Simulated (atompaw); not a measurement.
# u(r) = r·R(r): atom against pseudo-atom (C (Z = 6))

Columns: radius, all-electron u(r) and pseudo u(r) of the 2p shell (level -8.02 eV) of carbon in the configuration [He] 2s2 2p1.75; LDA (PW92), scalar-relativistic, PAW (atompaw) scheme, atompaw 4.2.0.5.

```tsv
r (bohr)	all-electron	pseudo
0.088	0.0397	0.0041
0.177	0.1264	0.0165
0.265	0.2271	0.0367
0.354	0.3280	0.0645
0.442	0.4192	0.0988
0.531	0.4992	0.1395
0.619	0.5652	0.1844
0.708	0.6190	0.2336
0.796	0.6600	0.2843
0.885	0.6903	0.3364
0.973	0.7105	0.3870
1.062	0.7223	0.4357
1.150	0.7267	0.4800
1.238	0.7251	0.5191
1.327	0.7184	0.5524
1.415	0.7076	0.5782
1.504	0.6934	0.5969
1.592	0.6768	0.6079
1.681	0.6580	0.6117
1.769	0.6378	0.6089
1.858	0.6164	0.6002
1.946	0.5944	0.5865
2.035	0.5718	0.5688
2.123	0.5492	0.5485
2.212	0.5263	0.5263
2.300	0.5039	0.5039
```

Problem. How many radial nodes do the two functions have?

Solution. The all-electron 2p function has n − l − 1 = 0; the pseudo-wave has 0.

Problem. Where does each function peak?

Solution. Outermost all-electron maximum near 1.15 bohr, pseudo maximum near 1.68 bohr (to the table’s step).

Problem. Is the pseudo-wave norm-conserving?

Solution. No, it belongs to a PAW set: the norm inside the radius is not constrained, and the difference is carried by the augmentation charge.
